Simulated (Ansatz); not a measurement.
Relaxation of a periodic cell of 22 atoms, H15NO6 (contents 6 H2O + 1 NH3, density as packed 1.05 g/cm³ with natural masses), to a largest force component of 0.3 eV/Å in at most 15 steps.

These are results of DFT PBE-D3(BJ), scalar-relativistic, plane waves, PAW (Ansatz), not measurements. Settings: cutoff 420 eV, k mesh 1x1x1, fermi-dirac smearing 0.02 eV, no spin polarisation.

```xyz
22
Lattice="5.8196 0.0000 0.0000 0.0000 5.8196 0.0000 0.0000 0.0000 5.8196" Properties=species:S:1:pos:R:3
O 5.865 3.407 5.519
H 6.372 4.150 5.160
H 4.948 3.616 5.289
O 0.373 0.581 3.903
H 0.303 1.375 3.353
H 0.382 -0.147 3.263
O 4.412 5.277 0.784
H 4.638 5.539 -0.121
H 4.110 4.361 0.694
O 3.248 1.340 3.014
H 3.669 2.199 3.163
H 3.482 1.119 2.100
O 2.133 1.616 5.652
H 2.173 2.422 6.189
H 2.035 1.944 4.746
O 1.745 3.797 2.839
H 2.404 4.355 3.277
H 1.391 3.248 3.554
N 0.971 0.083 1.031
H 0.062 0.528 0.928
H 0.894 -0.544 1.828
H 1.619 0.817 1.307
```

**Question.** Where does it end, and by what steps?

**Answer.** The forces met the threshold. The threshold is loose, so the end isn't yet a minimum. The force dipped under the threshold on the way, but the program's further checks kept it going. Limits of this set-up: coarse k mesh. After 15 steps the energy has fallen by 4.499 eV; H5 moved furthest, 1.50 Å.

```
step  energy less start (eV)  largest force component (eV/Å)  accepted
   0                  0.0000                           1.710       yes
   1                 -1.0569                           2.199       yes
   2                 -1.6519                           2.839       yes
   3                 -2.2602                           1.961       yes
   4                 -2.8059                           2.081       yes
   5                 -3.1395                           2.174       yes
   6                 -3.4278                           1.694       yes
   7                 -3.7537                           0.854       yes
   8                 -3.9789                           0.690       yes
   9                 -4.1546                           0.782       yes
  10                 -4.3036                           0.488       yes
  11                 -4.3972                           0.211       yes
  12                 -4.3972                           0.213       yes
  13                 -4.4264                           1.015       yes
  14                 -4.4991                           0.219       yes
  15                 -4.4991                           0.217       yes
```

```xyz
22
Lattice="5.8196 0.0000 0.0000 0.0000 5.8196 0.0000 0.0000 0.0000 5.8196" Properties=species:S:1:pos:R:3
O 6.491 3.821 5.125
H 6.455 4.572 5.925
H 5.755 3.186 5.176
O -0.580 0.934 4.467
H -1.112 0.959 3.614
H 0.203 0.390 4.269
O 3.644 5.164 0.280
H 4.305 5.502 -0.370
H 3.546 4.186 0.214
O 3.577 0.948 2.450
H 3.238 1.812 2.139
H 3.574 0.364 1.642
O 2.786 2.455 6.001
H 1.948 2.906 5.682
H 3.092 1.935 5.237
O 2.332 3.864 3.037
H 2.951 4.568 3.298
H 1.695 3.819 3.800
N 0.784 -0.237 1.164
H -0.100 0.127 1.512
H 1.271 -0.746 1.915
H 1.375 0.554 0.897
```

The run took 20 s on 1 thread of Arm Neoverse V1, on a shared host, peak memory 0.31 GiB.
